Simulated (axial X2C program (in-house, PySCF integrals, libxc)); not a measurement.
RuCl⁺: from the spin-free to the two-component result

All values were computed with an in-house relativistic program for diatomic molecules. Spin-free means the one-electron spin-free X2C Hamiltonian; two-component (2c) means X2C with spin–orbit coupling and atomic mean-field two-electron Coulomb and Gaunt terms, so the difference of the two also holds small scalar two-electron terms. Basis: Ru dyall-cv3z [12s12p8d5f3g], Cl dyall-av3z [9s8p3d2f] (cores contracted in-house); Gaussian nuclei, density fitting, unrestricted open shells. Masses: Ru 101.904 u, Cl 34.969 u.

Spin-free state: M_S = 2, Λ = 2 (beyond evenly filled blocks: σα, π+α, π-α, δ+α, δ+β, δ-α); fragments Ru+ + Cl.

```csv
level,Re (Å),ωe (cm⁻¹),De (eV),μ (D)
PBE0,2.147,454.2,3.018,-3.54
HF,2.234,428.4,1.512,-6.34
MP2,2.145,454.9,2.621,n/a
CCSD,2.163,452.5,2.502,n/a
CCSD(T),2.160,451.6,2.623,n/a
BP86,2.153,436.6,3.430,-2.64
```

Correlated methods: 14 electrons correlated (number of frozen shells: Ru 4 s, 3 p, 1 d; Cl 2 s, 1 p), 290 virtual spin orbitals or spinors in MP2, 90 natural virtuals in coupled cluster.

Dipoles are positive if Cl is the positive end and refer to the centre of mass.

Two-component determinant lowest at the distance of the search:

Ω = 4 (⟨Sz⟩ = 1.99, ⟨Lz⟩ = 2.01 at HF); fragments Ru+ + Cl.

| level | Re (Å) | ωe (cm⁻¹) | μ (D) |
| --- | --- | --- | --- |
| PBE0 | 2.147 | 454.0 | -3.55 |
| HF | 2.234 | 428.3 | -6.34 |
| MP2 | 2.146 | 454.7 | n/a |
| CCSD | 2.163 | 452.3 | n/a |
| CCSD(T) | 2.161 | 451.5 | n/a |
| BP86 | 2.154 | 436.4 | -2.64 |

(1) From the two tables, how do the constants change at the CCSD(T) level (2c against spin-free)?

Occupations by symmetry block were frozen at the best pattern of an incomplete PBE0 search. De is counted from the lowest determinant-based energies of the atoms at the same level, without counterpoise correction. De is not given where an atomic determinant may have missed its ground term or J level, or where the truncated virtual space spoils (T). Density functionals use the spin component along the axis (collinear). CCSD and (T) use frozen natural virtuals with an MP2 correction for the truncation; (T) itself is uncorrected, so its De runs slightly low. Other states lie close and PBE0, whose exact exchange favours high spin, may order them wrongly; the determinant shown need not be the ground state. The nearest other spin-free determinant of the search, M_S = 2, Λ = 1, lies 0.42 eV up at the distance of the search. The functionals have no current-density term, which raises determinants with orbital currents, atoms included. With several unpaired electrons one determinant need not be a pure state. Open-shell Ω = 0 determinants with evenly filled partner blocks cannot be reached by this program, so the Ω shown need not be the lowest component.

Answers

(1) At the CCSD(T) level Re increases by 0.001 Å and ωe doesn't move by more than 0.2 cm⁻¹.
